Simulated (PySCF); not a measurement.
# Relaxation of singlet H₃RuN

These are results of PBE0 in PySCF with Ru def2-TZVP with ECP28, N def2-TZVP, H def2-TZVP; scalar-relativistic core potentials, no spin–orbit coupling; density-fitted integrals, not measurements. A (50,194) grid was used.

A start displaced from a saddle point along its imaginary mode, of Cs symmetry, held to at least that symmetry:

```xyz
5
charge 0 multiplicity 1, angstrom
Ru    0.0003    0.1435    0.0000
N     0.0008   -1.4204    0.0000
H     1.0748    1.5631    0.0000
H    -0.1200    1.9821    0.0000
H    -0.9978    1.6826    0.0000
```

Task: What forces act on the atoms at the start (eV/Å)?

Result: 
```csv
atom,Fx,Fy,Fz
Ru1,0.20,-0.12,0.00
N2,0.07,0.06,0.00
H3,0.36,-0.42,0.00
H4,-0.50,0.23,0.00
H5,-0.14,0.25,0.00
```

Task: What does it relax to?

Result: It ends at Cs with H–H 0.774 Å, Ru–H 1.650 Å, Ru–H 1.935 Å, Ru–H 2.044 Å, Ru–N 1.549 Å; H–H–Ru 71.0°, H–H–Ru 86.8°, H–Ru–H 22.2°, H–Ru–H 132.5°, H–Ru–H 154.7°, H–Ru–N 95.7°, H–Ru–N 109.6°, H–Ru–N 117.9° (after a last refinement on a finer grid). A frequency run shows 1 imaginary mode, down to 809i cm⁻¹, so it is a saddle point. Other isomers or separated fragments may lie lower.

Task: How much energy is released, and in how many steps?

Result: 89.2 kJ/mol in 23 steps.

Stability towards spin polarisation was not tested.
